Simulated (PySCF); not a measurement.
## What builds the second ionisation energy along group 11

Calculated with PySCF 2.14 from differences of total energies of unrestricted determinants, without spin-orbit coupling. Each column adds one step, in eV (sums use unrounded values): valence MP2, valence CCSD, valence triples, then the next inner shell at CCSD(T) (Cu 3s 3p, Ag 4s 4p, Au 5s 5p). References (NIST) marked * lie between the lowest fine-structure levels; the others compare directly ((s) semi-empirical, (t) theoretical).

| element | UHF | + MP2 | + CCSD | + (T) | + inner shell | sum | reference |
| --- | --- | --- | --- | --- | --- | --- | --- |
| Cu [Ar] 3d10 → [Ar] 3d9 (x2c-TZVPPall with one added diffuse shell each of s, p, d, f type, spin-free X2C) | 17.176 | 3.636 | -1.020 | 0.223 | 0.155 | 20.170 | 20.292 * |
| Ag [Kr] 4d10 → [Kr] 4d9 (x2c-TZVPPall with one added diffuse shell each of s, p, d, f type, spin-free X2C) | 19.710 | 2.083 | -0.403 | 0.113 | -0.074 | 21.429 | 21.484 * |
| Au [Xe] 4f14 5d10 → [Xe] 4f14 5d9 (x2c-TZVPPall with one added diffuse shell each of s, p, d, f type, spin-free X2C) | 18.960 | 1.870 | -0.337 | 0.104 | -0.021 | 20.575 | 20.203 ± 0.025 * |

What remains against the references is mostly basis incompleteness and, for starred values, spin-orbit coupling.

These are valence bases, so the inner-shell step is incomplete.
